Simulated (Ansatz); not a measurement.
Program: Ansatz. Geometries: PBE0-D4/def2-TZVP. ΔE: electronic, gas phase. CCSD(T)/CBS is the MP2 limit (def2-TZVPP, def2-QZVPP) plus CCSD(T) − MP2 in def2-TZVPP, frozen cores. This one scheme is used for every species. Functionals use def2-TZVPP. B3LYP here is the variant with VWN-RPA as its local correlation; programs differ in this. HSE06 is defined as in plane-wave codes. One conformer a species, not always the lowest.

`B[O][AlH][OH]` + `[OH][Al]([OH])[F]` → `B[O][Al]([OH])[F]` + `[OH][AlH][OH]`  (ligand exchange at a B–O bond)

```json
{"level": "HSE06-D4", "ΔE (kJ/mol)": "4.7"}
{"level": "B2PLYP", "ΔE (kJ/mol)": "4.3"}
{"level": "revPBE", "ΔE (kJ/mol)": "5.3"}
{"level": "B3LYP", "ΔE (kJ/mol)": "4.4"}
{"level": "r2SCANh", "ΔE (kJ/mol)": "4.5"}
{"level": "HSE06", "ΔE (kJ/mol)": "4.8"}
{"level": "HF/def2-SVP", "ΔE (kJ/mol)": "2.5"}
{"level": "CCSD(T)/def2-SVP", "ΔE (kJ/mol)": "3.3"}
```

What does CCSD(T)/CBS give? (An estimate is asked.)

Computed: +3.8 kJ/mol. The listed levels differ from it by 0.9, 0.5, 1.5, 0.6, 0.7, 1.0, -1.3, -0.5 kJ/mol.

Largest T1 diagnostic among the species: 0.014.

Leaving LDA and LC-ωPBE aside and taking each functional with its dispersion term where it has one, the values, not all of them listed here, spread over 1.8 kJ/mol, from BHLYP-D4 to revPBE-D4.
